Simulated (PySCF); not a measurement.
H₃NSZn, SMILES [NH2][Zn][SH].

The structure is a stationary point at B3LYP-D3(BJ)/def2-TZVP. Other conformers were not sampled.

The numbers are results of B3LYP-D3(BJ)/def2-TZVP run with PySCF, not measurements.

Frequencies are harmonic and unscaled.

Computed harmonic wavenumbers and intensities:
| mode | ν (cm⁻¹) | IR (km/mol) | moving atoms (share of kinetic energy) |
|---|---|---|---|
| 1 | 128 | 1.7 | Zn 36 %, N 30 %, H 20 %, S 14 % |
| 2 | 129 | 5.5 | Zn 37 %, N 36 %, S 15 %, H 12 % |
| 3 | 182 | 0.8 | H 97 % |
| 4 | 368 | 20.9 | S 53 %, N 20 %, H 15 %, Zn 12 % |
| 5 | 412 | 130.1 | H 65 %, S 15 %, N 13 % |
| 6 | 656 | 4.0 | H 79 %, N 13 % |
| 7 | 674 | 55.3 | N 47 %, H 30 %, Zn 20 % |
| 8 | 752 | 20.3 | H 88 %, N 11 % |
| 9 | 1561 | 12.5 | H 91 %, N 9 % |
| 10 | 2664 | 1.1 | H 97 % |
| 11 | 3525 | 7.8 | H 96 % |
| 12 | 3614 | 12.4 | H 92 %, N 8 % |
